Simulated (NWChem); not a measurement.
Molecule: AlH₃, triplet; SMILES of the neutral closed-shell parent [AlH3]

```xyz
4

Al    -0.1312    -0.1821     0.0000
H      0.1836     1.5828    -0.4292
H      1.3391    -0.7981     0.0000
H      0.1836     1.5828     0.4292
```
Atoms are numbered in this order, from 1.

Computed with NWChem. Spin-unrestricted. The geometry was optimised at PBE0/def2-SVP, spin-unrestricted. This spin state was assumed; another may lie lower. No stability test was run on the SCF state. B3LYP is NWChem's, with the RPA form of VWN correlation. Vertical excitations in the gas phase; the lowest state need not have the same character in each row. Excited states of an open shell can be spin-contaminated.

| level | lowest excitation (eV) | oscillator strength of that lowest state | lowest state with f > 0.02 (eV) | oscillator strength of that bright state | lowest empty minus highest occupied level, either spin (eV) |
|---|---|---|---|---|---|
| PBE/aug-cc-pVDZ, TDA | 2.94 | 0.000 | 3.56 | 0.049 | 0.43 |
| B3LYP/aug-cc-pVDZ, TDA | 2.95 | 0.000 | 3.59 | 0.047 | 1.41 |
| BHandHLYP/aug-cc-pVDZ, TDA | 3.00 | 0.000 | 3.69 | 0.039 | ___ |
| PBE0/aug-cc-pVDZ, TDA | 3.00 | 0.000 | 3.72 | 0.039 | 2.13 |

Question: What belongs in the gaps?

Answer: 
- BHandHLYP/aug-cc-pVDZ, TDA, lowest empty minus highest occupied level, either spin (eV): 3.28
